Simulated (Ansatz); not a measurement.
System: 4-methoxy-1,3-thiazole, C4H5NOS (charge 0, singlet). 
Coordinates optimised at B3LYP-D3(BJ)/def2-TZVP (Ansatz, an electronic-structure program):
```
C
O 1 1.3444
N 1 1.3645 2 121.38
C 3 1.3031 1 110.56 2 -180.00
C 1 1.3706 2 122.76 3 180.00
H 5 1.0753 1 128.21 2 0.00
H 4 1.0795 3 123.70 1 180.00
C 2 1.4293 1 116.99 3 0.00
H 8 1.0871 2 105.37 1 -180.00
H 8 1.0906 9 110.29 2 -119.83
H 8 1.0906 9 110.29 10 -120.33
S 5 1.7162 6 122.73 1 -180.00
```

Computed values are from Ansatz. Cores are frozen in the correlated levels unless marked. Open shells are spin-unrestricted. Spin-orbit coupling is left out. Non-relativistic. CBS marks a two-point X^-3 extrapolation of the correlation energy; Hartree-Fock from the larger set.

The Hartree-Fock reference is unstable (checked in the largest basis), which strains HF and MP2. 

**Question.** What is the total energy at CCSD(T)/CBS(cc-pV(T+d)Z,cc-pV(Q+d)Z)?

**Answer.** -682.8179 Eh.

**Question.** What is the T1 diagnostic at CCSD/cc-pV(Q+d)Z?

**Answer.** 0.015.

**Question.** What is the atomisation energy De at CCSD(T)/CBS(cc-pV(T+d)Z,cc-pV(Q+d)Z)?

**Answer.** 1224.4 kcal/mol.

**Question.** What is the dipole moment at CCSD(T)/aug-cc-pV(D+d)Z?

**Answer.** 0.32 D.
